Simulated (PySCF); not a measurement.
Spin–spin coupling constants

Molfile (atoms numbered from 1):
```
C4H10GaN
     RDKit          3D

 16 16  0  0  0  0  0  0  0  0999 V2000
    2.5433    0.3236   -0.0707 Ga  0  0  0  0  0  3  0  0  0  0  0  0
    0.7965   -0.1794   -0.1426 N   0  0  0  0  0  0  0  0  0  0  0  0
   -0.1630    0.1200   -1.1856 C   0  0  0  0  0  0  0  0  0  0  0  0
   -1.4425    0.5386   -0.4357 C   0  0  0  0  0  0  0  0  0  0  0  0
   -1.2782   -0.0755    0.9716 C   0  0  0  0  0  0  0  0  0  0  0  0
    0.0394   -0.8616    0.8849 C   0  0  0  0  0  0  0  0  0  0  0  0
    3.0753    1.1246   -1.3028 H   0  0  0  0  0  0  0  0  0  0  0  0
    3.3250   -0.0820    1.2211 H   0  0  0  0  0  0  0  0  0  0  0  0
    0.2139    0.8909   -1.8745 H   0  0  0  0  0  0  0  0  0  0  0  0
   -0.3707   -0.7853   -1.7924 H   0  0  0  0  0  0  0  0  0  0  0  0
   -2.3471    0.1816   -0.9501 H   0  0  0  0  0  0  0  0  0  0  0  0
   -1.5160    1.6345   -0.3756 H   0  0  0  0  0  0  0  0  0  0  0  0
   -2.1245   -0.7156    1.2621 H   0  0  0  0  0  0  0  0  0  0  0  0
   -1.1935    0.7175    1.7296 H   0  0  0  0  0  0  0  0  0  0  0  0
    0.5900   -0.9045    1.8367 H   0  0  0  0  0  0  0  0  0  0  0  0
   -0.1723   -1.9082    0.5816 H   0  0  0  0  0  0  0  0  0  0  0  0
  1  2  1  0
  2  3  1  0
  3  4  1  0
  4  5  1  0
  5  6  1  0
  6  2  1  0
  1  7  1  0
  1  8  1  0
  3  9  1  0
  3 10  1  0
  4 11  1  0
  4 12  1  0
  5 13  1  0
  5 14  1  0
  6 15  1  0
  6 16  1  0
M  END
```

Indirect spin–spin couplings were computed at B3LYP/pcJ-1 (pcSseg-1 on Ga) (spin–dipole term only in couplings to heteroatoms) (PySCF 2.14.0 with density-fitted response routines) on a PBE0-D3(BJ)/def2-SVP structure, for the isolated molecule, without vibrational or relativistic corrections. Couplings are averaged over pairs made equivalent by symmetry, fast rotation or ring inversion, so a value needn't be that of the named pair in this geometry, while other rotamers aren't included; one pair stands for each set, and the list holds those of at least 1.5 Hz over up to four bonds.

Isotopes: 13C, 1H, 15N.

| pair | bonds | J (Hz) |
| --- | --- | --- |
| N2, C3 | 1 | -6.5 |
| C3, C4 | 1 | 34.9 |
| C3, H9 | 1 | 142.8 |
| C4, C5 | 1 | 38.0 |
| C4, H11 | 1 | ? |
| N2, H7 | 2 | ? |
| C3, C6 | 2 | ? |
| C3, H11 | 2 | ? |
| C4, H13 | 2 | -2.5 |
| H7, H8 | 2 | 64.0 |
| H9, H10 | 2 | -12.3 |
| H11, H12 | 2 | -13.4 |
| N2, H11 | 3 | -1.7 |
| C3, H7 | 3 | ? |
| C3, H13 | 3 | ? |
| C3, H15 | 3 | ? |
| C4, H15 | 3 | 4.4 |
| H9, H11 | 3 | 6.3 |
| H9, H12 | 3 | 9.4 |
| H11, H13 | 3 | 13.2 |
| H11, H14 | 3 | 5.3 |

**Question.** Estimate the withheld couplings, with signs.

**Answer.** 
- 1J(C4,H11) = 136.7 Hz (bond length 1.100 Å, sp3 carbon)
- 2J(N2,H7) = -11.7 Hz (angle at Ga1 116°)
- 2J(C3,C6) = 4.5 Hz (angle at N2 105°)
- 2J(C3,H11) = -2.2 Hz (mean over equivalent pairs that range from -3.7 to -0.7 Hz in this conformer)
- 3J(C3,H7) = 2.7 Hz (mean over equivalent pairs that range from 0.4 to 5.1 Hz in this conformer)
- 3J(C3,H13) = 2.0 Hz (mean over equivalent pairs that range from 1.0 to 3.1 Hz in this conformer)
- 3J(C3,H15) = 5.8 Hz (mean over equivalent pairs that range from 0.7 to 11.0 Hz in this conformer)

Relativistic effects of the heavier atoms present are left out.
